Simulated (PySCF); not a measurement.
Cartesian coordinates (Å):
```xyz
9

Hf    -0.0266    -0.2310    -0.2366
Cl    -1.1232     1.7847     0.3131
Cl     2.2978     0.1121    -0.4556
Cl    -0.9234    -1.1538    -2.2137
O     -0.3113    -1.4675     1.1698
C     -0.5131    -2.4101     2.1925
H     -1.2098    -2.0027     2.9561
H      0.4532    -2.6545     2.6836
H     -0.9475    -3.3429     1.7731
```
Charge 0, spin multiplicity 1.

Q: Predict the LUMO, HOMO, dipole moment, charge on the central atom (Mulliken) and HOMO–LUMO gap from PBE-D3(BJ)/def2-TZVP // BP86-D3(BJ)/def2-SVP (PySCF 2.14.0).

A: 
```yaml
LUMO: -2.25 eV
HOMO: -7.65 eV
dipole_moment: 3.22 D
charge on the central atom (Mulliken): 1.16 e
HOMO–LUMO gap: 5.40 eV
```
